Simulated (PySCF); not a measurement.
Compound: CH4ClGeNSi.
Cartesian coordinates in Å at the PBE0-D3(BJ)/def2-SVP level; atoms count from 1:
```
atom  x, y, z in Å
N1     3.2818   -0.3928    0.7734
C2     2.4350    0.3139    0.4139
Si3    1.0284    1.3880   -0.1500
Cl4    1.1607    3.1651    0.8910
Ge5   -1.0103    0.2734    0.3536
H6     1.2497    1.6536   -1.5958
H7    -1.0773    0.0406    1.8690
H8    -2.1821    1.1577   -0.0987
H9    -1.0451   -1.0692   -0.3933
```

Level of theory: PySCF, PBE0-D3(BJ)/def2-SVP geometry optimisation, gas phase.

Take the most abundant isotopes and a rigid rotor. 

Task: What are A, B and C (MHz)?

Result: Ia = 233.70, Ib = 416.62, Ic = 605.15 u·Å²; 505379 MHz·u·Å²/I gives A = 2162, B = 1213, C = 835.1 MHz.

Task: What kind of rotor is it?

Result: An asymmetric top: κ = (2 × 1213 − 2162 − 835.1)/(2162 − 835.1) = -0.43.

Task: Is it planar, by Δ = Ic − Ia − Ib?

Result: Not planar: Δ = Ic − Ia − Ib = -45.18 u·Å². For a rigid frame Δ = −2 Σ m c², so Σ m c² = 22.59 u·Å² lies off the ab plane: 7.49 from hydrogen and 15.10 from heavier atoms. The atom farthest from that plane is 2.10 Å away.

Task: Where do the levels up to J = 2 lie, in cm⁻¹?

Result: Above 0(0,0):
J = 1: 1(0,1) 0.0683, 1(1,1) 0.1000, 1(1,0) 0.1126
J = 2: 2(0,2) 0.2019, 2(1,2) 0.2240, 2(1,1) 0.2618, 2(2,1) 0.3569, 2(2,0) 0.3599
Those of J = 1 are B + C, A + C and A + B.

Task: Predict some low-J microwave lines.

Result: The dipole components are |μa| = 2.56 D, |μb| = 1.81 D, |μc| = 1.26 D. Intensities carry the squares of the components, which stand as 1.00 : 0.50 : 0.24 (a : b : c). Some lines, for components of 0.1 D or more:

```
type  branch         J(Ka,Kc)    MHz  lower level (cm⁻¹)
   c       Q  1(1,1) ← 1(0,1)    949               0.068
   c       Q  4(2,3) ← 4(1,3)   1752               0.774
   b       Q  3(1,2) ← 3(0,3)   2635               0.396
   a       R  2(0,2) ← 1(0,1)   4004               0.068
   b       Q  4(3,2) ← 4(2,3)   5966               0.833
   b       R  3(1,3) ← 2(0,2)   6189               0.202
   b       R  4(1,3) ← 3(2,2)   6368               0.562
   b       Q  5(4,1) ← 5(3,2)   7502               1.392
   b       R  2(2,0) ← 1(1,1)   7793               0.100
   a       R  4(2,3) ← 3(2,2)   8120               0.562
   b       R  5(1,4) ← 4(2,3)   8883               0.833
   b       R  5(1,5) ← 4(0,4)   9199               0.645
   b       Q  5(5,0) ← 5(4,1)  10041               1.642
   b       R  4(2,3) ← 3(1,2)  10468               0.483
   c       R  3(3,1) ← 2(2,1)  11889               0.357
   b       R  3(3,0) ← 2(2,1)  11903               0.357
   b       R  4(3,1) ← 3(2,2)  14184               0.562
   c       R  4(4,0) ← 3(3,0)  16170               0.754
   c       R  5(5,0) ← 4(4,0)  20501               1.293
```

Task: Estimate the classical rotational partition function at 10 K, 100 K and 298.15 K.

Result: Point group C1, symmetry number σ = 1; q = (√π/σ)·√((kT/h)³/(ABC)), k/h = 20836.6 MHz/K: 3600 at 10 K, 114000 at 100 K, 586000 at 298.15 K.

No PBE0-D3(BJ)/def2-SVP frequencies stand behind this structure, so it isn't proved a minimum. Constants of a rigid frame at the computed geometry: no zero-point averaging, no centrifugal distortion. A rigid rotor knows nothing of internal rotation, which can split or shift real lines. Quadrupole hyperfine structure (14N, 35Cl) is left out.

Hardware: Intel Xeon 6975P-C, one thread, no GPU (shared host). Cost: 22 s of wall time, 0.50 GiB resident at most. This is the geometry optimisation.
